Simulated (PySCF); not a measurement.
Property card for `[H]/[C]=C\CC(=C)C=C` [radical]

C7H9 (doublet state).
Numbering: `[H]/[C:1]=[CH:2]\[CH2:3][C:4](=[CH2:5])[CH:6]=[CH2:7]` (hydrogens: H8 on C1; H9 on C2; H10, H11 on C3; H12, H13 on C5; H14 on C6; H15, H16 on C7)

PBE0-D3(BJ)/def2-SVP geometry optimisation, gas phase (PySCF):

```yaml
Point_group: C1
Rotational_constants_A_B_C: 3.871, 1.955, 1.425 GHz
Dipole_moment: 0.91 D
```

From UKS B3LYP, IGLO-III on C, pcH-1 on H, non-relativistic, mean-field spin-orbit, GIAO (PySCF):

```yaml
Isotropic_g_value: 2.00221
Principal_g_values: 2.00180, 2.00220, 2.00264
Spin_squared_⟨S²⟩: 0.760
Largest_Mulliken_spin_population: 1.02 on C1
Largest_isotropic_hyperfine_couplings_means_over_sets_of_like_nuclei: 13C +329.2 (C1), 1H +101.1 (H9), 13C +78.2 (C3), 1H +50.1 (H8), 13C -9.4 (C2) MHz
```

Monoisotopic mass (most abundant isotopes): 93.0704 u.

The dipole matches unit charges of opposite sign 0.19 Å apart (1 e·Å = 4.8032 D). With B = h/(8π²I), that is 505.379 GHz u Å² over I, the principal moments of inertia are 130.5, 258.5 and 354.8 u Å² (most abundant isotopes); the inertial defect Ic − Ia − Ib is -34.2 u Å² (zero for a rigid planar frame, negative otherwise). The rotational constants make it an asymmetric top with κ = (2B − A − C)/(A − C) = -0.57, nearer the prolate limit (−1). At 9.50 GHz, hν = g·μB·B₀ (B₀ the magnetic field) puts the centre of the isotropic spectrum, to first order, at 339.0 mT. ⟨S²⟩ is 0.010 above the pure-spin value S(S + 1) = 0.75.

Couplings of like nuclei are plain means over topologically equivalent atoms, as if these changed places fast (by rotation of a methyl-like group, say); in this geometry the members of some sets differ.

The values belong to the conformer `[H]/[C:1]=[CH:2]\[CH2:3][C:4](=[CH2:5])[CH:6]=[CH2:7]`: C1–C2–C3–C4 -124°, C2–C3–C4–C5 103°, C3–C4–C6–C7 -5°.
